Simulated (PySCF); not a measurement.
## Levels of Tb³⁶⁺ from EOM-EA-GCCSD

Reference: closed-shell Tb³⁷⁺, [Ar] 3d10; one electron is added. Calculated with PySCF 2.14, two-component X2C-1e with screened spin-orbit coupling, an uncontracted even-tempered set (18 s from 2.5 bohr⁻², ratio 2.6; 15 p from 3.3 bohr⁻², ratio 2.6; 10 d from 3.3 bohr⁻², ratio 2.6; 6 f from 3.3 bohr⁻², ratio 2.8); frozen [Ar]; the 98 highest virtual spinors dropped; of the others 70 kept and the rest restored at second order. No Breit or QED terms. Binding energies in eV.

```tsv
level	Koopmans
4s1/2	1609.0
4p1/2	1531.4
4p3/2	1479.0
```

(1) How does correlation move these levels?

For comparison, the ionisation energy of Tb³⁶⁺ is 1610.4 ± 0.7 eV (semi-empirical (NIST evaluation); NIST Atomic Spectra Database, ionization energies).

Results:

(1) 4s1/2: second order 1610.3, EOM-CCSD 1610.3; 4p1/2: second order 1532.8, EOM-CCSD 1532.7; 4p3/2: second order 1480.2, EOM-CCSD 1480.1.
